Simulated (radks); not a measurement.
Question: The chromium ion Cr+, configuration [Ar] 3d5 (the NIST ground configuration). Calculated with a radial shooting solver on a logarithmic mesh with Libxc functionals: scalar-relativistic Kohn-Sham, LDA (Slater exchange, Perdew-Wang correlation), spin-polarised, spherical densities, finite nucleus; open shells are filled with parallel spins first; Fermi nuclear charge, rms radius 3.6452 fm. Some entries of the table are withheld. Estimate them.

| orbital | occ. | eigenvalue (hartree) | <1/r> (bohr^-1) |
|---|---|---|---|
| 1s down | 1 | -215.8161 | 23.84 |
| 1s up | 1 | -215.8159 | 23.84 |
| 2s up | 1 | -24.69389 | 5.035 |
| 2s down | 1 | -24.62937 | 5.044 |
| 2p up | 3 | -20.82315 | 4.944 |
| 2p down | 3 | -20.77319 | 4.952 |
| 3s up | 1 | (1) | 1.564 |
| 3s down | 1 | (2) | 1.559 |
| 3p up | 3 | (3) | 1.424 |
| 3p down | 3 | (4) | 1.417 |
| 3d up | 5 | -0.40864 | (5) |
| 3d down | 0 | -0.27237 | (6) |

Answer: 
(1) 3s up eigenvalue (hartree): -3.00150
(2) 3s down eigenvalue (hartree): -2.84331
(3) 3p up eigenvalue (hartree): -1.96579
(4) 3p down eigenvalue (hartree): -1.81048
(5) 3d up <1/r> (bohr^-1): 1.006
(6) 3d down <1/r> (bohr^-1): 0.9390
